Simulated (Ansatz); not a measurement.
The first iterations of a band of CH₃BO₂Si (8 atoms, charge 0, multiplicity 1).

Level of theory: RKS revPBE/def2-SVP in Ansatz 0.2.0.

```yaml
movable_images: 5
climbing_image: yes
spring: 5.0 eV/Å²
optimiser: quadratic models (default)
start_path: IDPP
force_threshold: 0.05 eV/Å
iteration_limit: 6
end_points: relaxed
```

Image 0:

```xyz
8
Properties=species:S:1:pos:R:3
O 0.046 -2.100 2.003
C 0.401 -1.099 1.514
B 0.828 0.155 0.879
Si -0.074 0.607 -0.692
O -1.300 -0.322 -1.371
H 1.708 0.848 1.344
H 0.167 1.828 -1.538
H -1.684 0.027 -2.195
```

Image 6:

```xyz
8
Properties=species:S:1:pos:R:3
O -0.174 -2.103 1.729
C 0.271 -1.090 1.343
B 0.792 0.175 0.816
Si 0.000 0.784 -0.770
O -1.229 0.091 -1.681
H 1.679 0.797 1.362
H 0.342 2.035 -1.515
H -1.590 -0.747 -1.340
```

| iteration | highest image above the first end (eV) | largest band force component (eV/Å) |
| --- | --- | --- |
| 1 | 0.406 | 1.072 |
| 2 | 0.353 | 0.448 |

Does the band converge within its limit, and where does its top end?

It converged. It ended after 5 iterations with the highest image 0.345 eV above the first end. Another band between the same ends (5 images) ends at a top of the same energy, where a vibrational analysis finds 2 clearly imaginary modes.

Time of the run: 2.4 min on 1 CPU thread of a shared host.
